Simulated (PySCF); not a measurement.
Molecule: `C#C[S@OH13](F)(F)(F)(F)F`, C₂HF₅S.

Structure with atom numbers: `[CH:1]#[C:2][S@OH13:3]([F:4])([F:5])([F:6])([F:7])[F:8]`. Each H is labelled by its parent atom.

Geometry PBE0-D3(BJ)/def2-SVP throughout; GIAO in PySCF, gas phase, one conformer, non-relativistic; equivalent atoms averaged; functional PBE0.

For orientation, 6-31G gives these absolute shieldings σ: C1 133.8, C2 115.7, S3 382.5, F7/F8 52.0, F4/F5 52.1, F6 27.0, H(C1) 29.41 ppm.

A run gave: C1 117.1, C2 99.6, S3 338.0, F7/F8 65.4, F4/F5 65.5, F6 62.8, H(C1) 28.93 ppm (absolute shieldings σ).

**Question.** Which basis set was used in that run?
A. pcSseg-2
B. def2-SVP
C. 6-311+G(2d,p)
D. IGLO-III

**Answer.** C. C2 tells them apart best: 6-311+G(2d,p) gives 99.6, IGLO-III gives 94.4, def2-SVP gives 111.0, pcSseg-2 gives 94.7 ppm.
